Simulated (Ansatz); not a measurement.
`O=CB([SiH3])[AsH2]`, charge 0, multiplicity 1.

**Question.** Give a relaxed structure at PBE0-D4/def2-TZVP (Ansatz). (An estimate is asked.)

**Answer.** Ansatz gave: 
Z-matrix (Å, degrees):
```
Si
B 1 2.011
H 1 1.489 2 106.8
H 1 1.489 2 111.5 3 118.6
H 1 1.487 2 111.9 3 -119.3
C 2 1.564 1 120.0 3 -70.5
As 2 1.985 1 120.8 3 114.4
O 6 1.213 2 119.9 1 84.2
H 6 1.117 2 120.4 1 -95.4
H 7 1.513 2 100.4 1 -143.4
H 7 1.512 2 99.3 1 -43.6
```
This is one stationary point; other conformers may exist.
